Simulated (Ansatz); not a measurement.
`CSBO[SiH3]` + `C[SiH](O)S` → `CO[SiH](C)S` + `[SiH3]OBS`  (substitution at a C–S bond)

Computed with Ansatz on PBE0-D4/def2-TZVP structures; ΔE is electronic, products minus reactants. CCSD(T)/CBS is the MP2 limit (def2-TZVPP, def2-QZVPP) plus CCSD(T) − MP2 in def2-TZVPP, frozen cores. Functionals use def2-TZVPP. B3LYP here is the variant with VWN-RPA as its local correlation; programs differ in this. One conformer a species, not always the lowest.

(1) Is it downhill or uphill in electronic energy at CCSD(T)/CBS, and by how much? (An estimate is asked.)

(2) What do these levels give: PBE-D4, r2SCAN-D4, PBE0-D4, B3LYP-D4, ωB97X-V, B2PLYP, PBE0, MP2/def2-TZVPP, SCS-MP2/def2-TZVPP, CCSD(T)/def2-TZVPP, MP2/CBS(def2), CCSD/CBS(def2)? (An estimate is asked.)

Largest T1 diagnostic among the species: 0.013.

## Answers

(1) Ansatz gave: Uphill: ΔE = +0.51 eV.

(2) Computed: PBE-D4 0.51, r2SCAN-D4 0.51, PBE0-D4 0.50, B3LYP-D4 0.44, ωB97X-V 0.46, B2PLYP 0.48, PBE0 0.51, MP2/def2-TZVPP 0.54, SCS-MP2/def2-TZVPP 0.49, CCSD(T)/def2-TZVPP 0.48, MP2/CBS(def2) 0.58, CCSD/CBS(def2) 0.49 eV.

In def2-TZVPP, CCSD(T) changes the Hartree–Fock value by +0.10 eV (the triples alone add +0.02 eV) and MP2 by +0.17 eV.
